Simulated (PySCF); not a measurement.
C2H7ClSi, SMILES CC[SiH2]Cl. Geometry optimised at PBE-D3(BJ)/def2-SVP. One conformer was computed; it need not be the lowest.

Computed equilibrium geometry at PBE-D3(BJ)/def2-SVP (PySCF confirms it by a frequency run) as bond lengths and angles (one conformer of several):
Atoms: Si1 Cl2 C3 C4 H5 H6 H7 H8 H9 H10 H11. Bonds (Å): Si1–Cl2 2.093, Si1–C3 1.885, Si1–H5 1.503, Si1–H6 1.503, C3–C4 1.534, C3–H7 1.114, C3–H8 1.112, C4–H9 1.110, C4–H10 1.109, C4–H11 1.109. Bond angles (°): Cl2–Si1–C3 109.1, Cl2–Si1–H5 107.5, Cl2–Si1–H6 108.0, C3–Si1–H5 111.3, C3–Si1–H6 111.3, H5–Si1–H6 109.6, Si1–C3–C4 114.4, Si1–C3–H7 106.6, Si1–C3–H8 107.3, C4–C3–H7 111.2, C4–C3–H8 111.0, H7–C3–H8 105.9, C3–C4–H9 111.6, C3–C4–H10 111.6, C3–C4–H11 111.0, H9–C4–H10 107.4, H9–C4–H11 107.3, H10–C4–H11 107.7.
